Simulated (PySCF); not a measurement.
## Mayer bond orders and bond lengths

Compound: C₃H₁₁NOSi₃.
SMILES with atom numbers: `[CH2:1]=[CH:2][C:3](=[O:4])[SiH2:5][N:6]([SiH3:7])[SiH3:8]` (hydrogens: H9, H10 on C1; H11 on C2; H12, H13 on Si5; H14, H15, H16 on Si7; H17, H18, H19 on Si8)

Geometry (GFN2-xTB, Å), atoms numbered from 1 in this order:
```
atom  x, y, z in Å
C1     3.4885    0.1545   -0.3811
C2     2.5604    0.1084   -1.3275
C3     1.1197    0.1520   -1.0522
O4     0.3269    0.1452   -1.9807
Si5    0.4237    0.2124    0.7245
N6    -1.2713    0.1817    0.4763
Si7   -2.3215    0.0658    1.8637
Si8   -2.0094    0.2424   -1.1412
H9     3.2281    0.2273    0.6608
H10    4.5400    0.1233   -0.6160
H11    2.8332    0.0379   -2.3743
H12    0.8902    1.4512    1.3650
H13    0.9163   -0.9653    1.4515
H14   -3.0350   -1.2113    1.8339
H15   -1.4573    0.1323    3.0434
H16   -3.2559    1.1897    1.8669
H17   -1.8329   -1.0298   -1.8312
H18   -3.4469    0.3068   -0.8040
H19   -1.7066    1.5149   -1.7851
```

Bond orders from the PBE0/pcSseg-1 density (PySCF). Geometry: GFN2-xTB, one conformer, isolated molecule.

Problem. How far do the computed orders between heavy atoms stray from the drawn ones?

Solution. The largest departure is 0.213, at C3–O4 (drawn double, 1.787). Drawn single, order below 0.88: C3–Si5 (0.803) and N6–Si8 (0.806).

Problem. Set the Mayer orders of the bonds beside their lengths.

Solution. 
```csv
bond,drawn as,length (Å),Mayer order
C1–C2,double,1.326,1.890
C2–C3,single,1.467,1.027
C3–O4,double,1.221,1.787
C3–Si5,single,1.909,0.803
Si5–N6,single,1.713,0.991
N6–Si7,single,1.744,0.887
N6–Si8,single,1.779,0.806
C1–H9,single,1.076,0.939
C1–H10,single,1.078,0.944
C2–H11,single,1.084,0.952
Si5–H12,single,1.470,0.908
Si5–H13,single,1.469,0.911
Si7–H14,single,1.463,0.934
Si7–H15,single,1.464,0.925
Si7–H16,single,1.462,0.937
Si8–H17,single,1.458,0.937
Si8–H18,single,1.478,0.886
Si8–H19,single,1.458,0.938
```

By pair of heavy elements: C–C: lowest C2–C3 (1.027, 1.467 Å), highest C1–C2 (1.890, 1.326 Å). N–Si: lowest N6–Si8 (0.806, 1.779 Å), highest Si5–N6 (0.991, 1.713 Å).

Problem. Sum the orders of all bonds at each heavy atom with more than one neighbour and set the sums beside the valence in the SMILES.

Solution. C1 3.773 (drawn 4), C2 3.869 (drawn 4), C3 3.617 (drawn 4), Si5 3.613 (drawn 4), N6 2.684 (drawn 3), Si7 3.683 (drawn 4), Si8 3.567 (drawn 4). Orders between atoms that aren't bonded are not in these sums.

For a closed shell the Mayer order of atoms A and B is Σ (PS)μν (PS)νμ over the basis functions μ on A and ν on B, with P the density and S the overlap matrix.

These values come from a run that also computed NMR shieldings. Hardware: one thread of an Arm Neoverse V1, no GPU, shared host with 32 logical CPUs at a one-minute load of 24. Cost: 47 s, 1.0 GiB resident at most.
